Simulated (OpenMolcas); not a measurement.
**Levels of Zr⁺ by method**

```yaml
Program: OpenMolcas
Basis: ANO-RCC-VQZP [8s7p5d3f2g1h]
Scalar_Hamiltonian: DKH2, point nucleus
Active_space: 3 electrons in 11 orbitals (4d 5s 5d)
State_averaging: 2S+1 = 4 even, 20 roots; 2S+1 = 2 even, 49 roots kept (CI in the orbitals of an earlier block)
Spin-orbit_coupling: state interaction with AMFI integrals over the reference wave functions, term energies averaged over their components
```

Methods on the same reference wave functions:
A. CASSCF
B. SS-CASPT2, IPEA 0.25 Eh, imaginary shift 0.1 Eh (closed shells correlated: 4s 4p)
C. MS-CASPT2, IPEA 0.25 Eh, imaginary shift 0.1 Eh (closed shells correlated: 4s 4p)

Energies in cm-1 above 4d2 5s 4F 3/2, the measured ground level; measured values from NIST Handbook of Basic Atomic Spectroscopic Data.

```json
{"Level": "4d2 5s 4F 3/2", "A": "0.0", "B": "0.0", "C": "0.0", "Measured": "0.0"}
{"Level": "4d2 5s 4F 5/2", "A": "335", "B": "336", "C": "336", "Measured": "315"}
{"Level": "4d2 5s 4F 7/2", "A": "807", "B": "815", "C": "816", "Measured": "763"}
{"Level": "4d2 5s 4F 9/2", "A": "1399", "B": "1410", "C": "1411", "Measured": "1323"}
{"Level": "4d3 4F 3/2", "A": "2912", "B": "2620", "C": "2620", "Measured": "2572"}
{"Level": "4d3 4F 5/2", "A": "3226", "B": "2960", "C": "2960", "Measured": "2895"}
{"Level": "4d3 4F 7/2", "A": "3636", "B": "3380", "C": "3380", "Measured": "3300"}
{"Level": "4d3 4F 9/2", "A": "4120", "B": "3850", "C": "3860", "Measured": "3758"}
{"Level": "4d2 5s 2D 3/2(1)", "A": "5623", "B": "4190", "C": "4190", "Measured": ""}
{"Level": "4d2 5s 2D 5/2(1)", "A": "6006", "B": "4440", "C": "4440", "Measured": ""}
{"Level": "4d3 2P 1/2", "A": "6710", "B": "5780", "C": "5780", "Measured": ""}
{"Level": "4d3 2P 3/2", "A": "7203", "B": "6210", "C": "6220", "Measured": ""}
{"Level": "4d2 5s 2F 5/2", "A": "7885", "B": "5550", "C": "5550", "Measured": "5753"}
{"Level": "4d2 5s 2F 7/2", "A": "8616", "B": "6230", "C": "6230", "Measured": "6468"}
{"Level": "4d2 5s 4P 1/2", "A": "9324", "B": "7860", "C": "7850", "Measured": ""}
{"Level": "4d3 2G 7/2", "A": "9512", "B": "7830", "C": "7820", "Measured": ""}
{"Level": "4d2 5s 4P 3/2", "A": "9525", "B": "8060", "C": "8050", "Measured": ""}
{"Level": "4d3 2G 9/2", "A": "9825", "B": "8150", "C": "8100", "Measured": ""}
{"Level": "4d2 5s 4P 5/2", "A": "9863", "B": "8390", "C": "8380", "Measured": ""}
{"Level": "4d3 4P 1/2", "A": "11727", "B": "9640", "C": "9650", "Measured": ""}
{"Level": "4d3 4P 3/2", "A": "11935", "B": "9860", "C": "9870", "Measured": ""}
{"Level": "4d3 4P 5/2", "A": "12190", "B": "10090", "C": "10110", "Measured": ""}
{"Level": "4d3 2H 9/2", "A": "14758", "B": "11890", "C": "11880", "Measured": ""}
```

Deviations, from unrounded energies. A percentage is the sum of absolute deviations over the sum of measured energies, with the sign that they share, or ± where signs differ.

| Against measurement | Levels | A | B | C |
| --- | --- | --- | --- | --- |
| mean absolute deviation (cm-1) | 9 | 640 | 99 | 100 |
| fine structure of the ground term (%) | 3 | +5.8 | +6.7 | +6.7 |
| other terms of the ground configuration (%) | 2 | +35.0 | -3.7 | -3.6 |
| other configurations (%) | 4 | +10.9 | +2.3 | +2.4 |

B, C lie about equally close to measurement and A furthest from it. The largest miss of B in the table is 4d2 5s 2F 7/2, by -240 cm-1. The ranking rests on the paired levels alone, and a cruder setting can come out closer through cancelling errors.

Between B and C the level of the table that moves most is 4d3 2G 9/2, by 47 cm-1 (lowest in C, highest in B). Moves below CASPT2's spread within the term are not significant.

The two smallest mean deviations differ by little beside CASPT2's spread within terms, so their order carries little weight.

From A to B the spin-free energies of the other terms of 4d2 5s shown, above 4F, scale by factors of 0.68 to 0.83.

The lowest spin-free term lies below A's lowest term by 0.311 hartree in B, 0.311 hartree in C.

CASPT2 breaks the degeneracy within a term, and the mean is taken; among the terms shown or strongly mixed into the levels shown the widest spread is 1100 cm-1 (4d3 4F, C). Terms from blocks run as CI alone lack orbitals of their own. Active for correlation alone: 5d; no level in the range computed is led by a configuration that fills it, so any true level of that kind is missing. The CASPT2 spread within a term exceeds the gap to the next term for 4d2 5s 2F and 4d3 2P, so the order of their levels is uncertain (figures for B; the like holds for C). Without dynamic correlation excited terms often stand tens of per cent too high (terms of higher spin than the ground term too low), and those without a measured partner can miss by more than the paired ones (holds for A). Some levels mix across a computed gap that differs much from the measured one, so their mixing is not that of the real levels (holds for A). Measured partners are found by configuration, term and J. A level has none where our copy of the source lacks it or the pairing is in doubt (some pairs that miss far off the trend of their configuration count as doubtful), and it then counts in no deviation. Only configurations of the active space appear. Levels that lie high or do not pair safely by name in every column are left out.

A number in round brackets counts repeated terms of one configuration in the order of the reference energies.
